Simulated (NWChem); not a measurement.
System: BiF₂, doublet; SMILES [F][Bi][F]

Here is an NWChem input.

```
start job
memory heap 200 mb stack 900 mb global 1100 mb
geometry units angstroms noautoz
  Bi     0.000000     0.000000     0.208515
  F     -1.515399     0.000000    -1.145351
  F      1.515399     0.000000    -1.145351
end
basis spherical
  * library def2-qzvp
end
ecp
  Bi library def2-ecp
end
dft
  odft
  mult 2
  xc b3lyp
  iterations 150
  semidirect filesize 400000000
  mulliken
end
task dft energy
```

In the optimisation the excess spin sits in b2 (C2v, its own frame). All runs use the structure optimised with PBE0/def2-SVP, spin-unrestricted. The spin multiplicity was typed, not searched, and may not be the lowest. No stability test was run on the SCF state. def2 effective core potentials on Bi; no spin-orbit coupling.

Q: Give the results of this calculation. (B3LYP/def2-QZVP with def2 effective core potentials on Bi, spin-unrestricted.) Quantities: basis functions; energy (Ha); highest occupied level (eV); lowest empty minus highest occupied level, either spin (eV); dipole (D); <S²>.

A: 
```
Quantity                                                       Value
-----------------------------------------------------------  -------
number of basis functions                                        196
energy (Ha)                                                  -414.55
highest occupied level (eV)                                    -6.03
lowest empty minus highest occupied level, either spin (eV)     2.45
dipole (D)                                                      4.43
<S²>                                                           0.752
```
